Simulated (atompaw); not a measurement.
## Building the PAW (atompaw) potential for As (Z = 33) (PBE, scalar-relativistic).

```
Element                 : arsenic
Generator               : atompaw 4.2.0.5
Type                    : PAW
Functional              : PBE
Relativity              : scalar-relativistic
Frozen core             : [Ar]
Valence charge          : 15
Reference configuration : 3d10 4s2 4p3
Partial waves           : 4s (bound): rc 1.50 bohr; 4s channel at 2.55 Ry: rc 1.50 bohr; 4p (bound): rc 1.80 bohr; 4p channel at 0.1 Ry: rc 1.80 bohr; 3d (bound): rc 1.00 bohr; 3d channel at -2.4 Ry: rc 1.00 bohr
Local potential         : troulliermartins scheme with l = 3 at 0.5 Ry, radius 1.74 bohr
Core correction         : smooth core density matched at 1.00 bohr
Augmentation charge     : gaussian compensation charge, radius 1.50 bohr; PAW radius 1.80 bohr; waves and projectors: custom rrkj gramschmidtortho
```

Poles of the logarithmic derivatives, all-electron (AE) and pseudo (PS). s: poles at 2.8 (AE) and 2.8, 4.7 (PS) Ry. p: poles at 4.5 (AE) and 4.4 (PS) Ry. d: poles at -2.9 (AE) and -2.9 (PS) Ry. Test radius 1.81 bohr.

* Cutoffs needed: 160 Ry and 260 Ry (the cutoffs (Ry, on a coarse ladder) from which the occupation-weighted sum of valence levels, in a spherical-Bessel basis at the reference potential, stays within 10 and 1 mRy of its value at 400 Ry)
* Ghost test: no extra level below or beside the all-electron valence levels (s, p, d, f tested) (spherical-Bessel basis up to 400 Ry, 20 bohr box)
* Lowest eigenvalue of the overlap operator: 0.50 (s channel)
* Overlap eigenvalues printed by atompaw (projector basis): 0.00571, 0.558, 0.729, 3.5, 5.73, 10
* Share of each valence orbital outside the PAW sphere: 4s 52 %, 4p 74 %, 3d 1 %
